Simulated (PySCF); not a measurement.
# A thermochemical cycle for CdI

MP2 in PySCF with def2-SVP on every atom (core potentials on Cd, I), for the lowest determinant that a PBE0 search found; no spin–orbit coupling. CdI, a doublet (σ ↑), has De = 1.14 eV to neutral atoms, and CdI⁺, a singlet (closed shell), has De = 1.70 eV to Cd⁺ + I.

At the same level the Cd atom ionises at 8.50 eV.

Q: What is the adiabatic ionisation energy of the molecule, and does ionisation strengthen or weaken the bond?

A: IE = IE(Cd) + De(neutral) − De(ion) = 8.50 + 1.14 − 1.70 = 7.94 eV. De changes by +0.56 eV, so ionisation strengthens the bond.

Correlated steps freeze 4 core orbitals. Correlated levels converge slowly with the basis: in double zeta they bind strong bonds too weakly, by up to about 1 eV, and carry superposition errors of some tenths. These are scalar-relativistic numbers at best; spin–orbit coupling would shift them, the dissociation energy most. For an ion De counts to the pair picked by the measured ionisation energies or electron affinities, which need not be the lowest pair at this level. Where the molecule has an RHF reference, its open-shell atoms are computed with UHF. States were picked by a PBE0 search and need not be the measured ground states.
